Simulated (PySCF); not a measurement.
# Spinor energies of Ge⁺ (germanium, charge +1)

Start: [Ar] 3d10 4s2 4d1; 4d5/2 filled at m_j = +5/2. Calculated with PySCF 2.14 in x2c-SVPall-2c with one added diffuse shell each of s, p, d type (6s7p4d, 47 functions): generalised Hartree-Fock with the X2C-1e Hamiltonian and a Gaussian nucleus; one run each with spin-orbit coupling (SO) switched off, then screened by Boettger's factors. This is a chosen level, not necessarily the ground level.

```csv
spinor shell,electrons,"ε, spin-free (eV)","ε, screened SO (eV)",weight of nominal j (screened SO),"rms radius, screened SO (bohr)"
1s1/2,2,-11188.3,-11188.1,1.000,0.0542
2s1/2,2,-1466.3,-1466.2,1.000,0.227
2p1/2,2,-1278.6,-1300.5,1.000,0.201
3s1/2,2,-214.63,-214.63,1.000,0.668
3p1/2,2,-154.85,-157.96,1.000,0.695
3p3/2,4,-154.85,-153.34,1.000,0.704
3d3/2,4,-56.719,-57.088,0.999,0.808
3d5/2,6,-56.719,-56.479,0.999,0.813
4s1/2,2,-25.705,-25.708,1.000,2.17
4d5/2,1,-6.074,-6.070,1.000,4.53
```

Question: Where does 2p3/2 lie, and what is the 2p spin-orbit splitting (screened SO)?

Answer: At -1268.0 eV, 32.482 eV above 2p1/2.

| quantity | spin-free | screened SO |
| --- | --- | --- |
| E (hartree) | -2096.07675 | -2096.13778 |
| M_J | 5/2 | 5/2 |
| ⟨J²⟩ | 8.752 | 8.752 |
| ⟨L²⟩ | 6.001 | 6.003 |
| ⟨S²⟩ | 0.750 | 0.752 |

Without spin-orbit coupling the j labels of p, d and f shells carry no meaning; the spin-free column gives the mean over the occupied spinors of each nl shell.
